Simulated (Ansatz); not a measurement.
Total energies of trans-NiH2(PH3)2 (NiP₂H₈) from Ansatz at r2SCANh-D4/def2-TZVP, gas phase (1 Eh = 27.2114 eV = 2625.5 kJ/mol). The reference geometry is relaxed at PBE-D4/def2-SVP.

```csv
state,geometry,energy (Eh)
charge 0 singlet,reference,-2195.76399
charge 1 doublet,reference,-2195.48544
charge 0 triplet,relaxed at PBE-D4/def2-SVP,-2195.72053
free Ni atom (triplet),–,-1508.23605
free H atom (doublet),–,-0.49990
free P atom (quartet),–,-341.23757
```

Problem. Work out the vertical ionisation energy to the doublet.

Solution. E(charge 1 doublet) − E(charge 0 singlet) = -2195.48544 − (-2195.76399) = 0.27855 Eh = 7.58 eV. For comparison, −ε of the highest occupied level is 5.39 eV at this level, 2.19 eV less.

Problem. Which of the charge 0 states is lowest, and how far above it are the others?

Solution. The singlet. triplet: -2195.72053 − (-2195.76399) = 0.04346 Eh = 114.1 kJ/mol.

Problem. What is the binding energy per atom against free atoms?

Solution. Atoms: 1 × (-1508.23605) + 8 × (-0.49990) + 2 × (-341.23757) = -2194.71039 Eh. Binding: -2194.71039 − (-2195.76399) = 1.05360 Eh = 28.67 eV, or 2.61 eV for each of 11 atoms (no zero-point energy, no counterpoise term).
